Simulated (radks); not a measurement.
Values are calculated unless marked as measured or tabulated.
Problem. Au25+, 54 electrons, occupied as [Kr] 4d10 4f8. Level of theory: Dirac Kohn-Sham, LDA (Slater exchange, Perdew-Wang correlation), spin-unpolarised, spherical densities, point nucleus; open shells fill j = l - 1/2 first (a radial shooting solver on a logarithmic mesh with Libxc functionals). Some entries of the table are withheld. Estimate them.

orbital  occ.  eigenvalue (eV)  <1/r> (bohr^-1)  <r^2> (bohr^2)
1s1/2       2        -81357.94            95.76       0.0003935
2s1/2       2        -14972.37            23.53        0.005942
2p1/2       2        -14391.79            23.48        0.004204
2p3/2       4        -12557.54            19.13        0.005392
3s1/2       2        -4111.231            8.646         0.03849
3p1/2       2              (1)            8.560         0.03507
3p3/2       4              (2)            7.427         0.04143
3d3/2       4        -3011.207            7.324         0.03174
3d5/2       6        -2923.849            7.067         0.03347
4s1/2       2        -1444.120            3.770             (3)
4p1/2       2        -1332.065            3.674          0.1789
4p3/2       4        -1226.506            3.290          0.2061
4d3/2       4        -1042.595            3.127             (4)
4d5/2       6        -1021.848            3.041             (5)
4f5/2       6        -786.8715            2.791             (6)
4f7/2       2        -781.7591            2.761             (7)

Solution. 
(1) 3p1/2 eigenvalue (eV): -3850.478
(2) 3p3/2 eigenvalue (eV): -3444.375
(3) 4s1/2 <r^2> (bohr^2): 0.1775
(4) 4d3/2 <r^2> (bohr^2): 0.2079
(5) 4d5/2 <r^2> (bohr^2): 0.2164
(6) 4f5/2 <r^2> (bohr^2): 0.2071
(7) 4f7/2 <r^2> (bohr^2): 0.2108
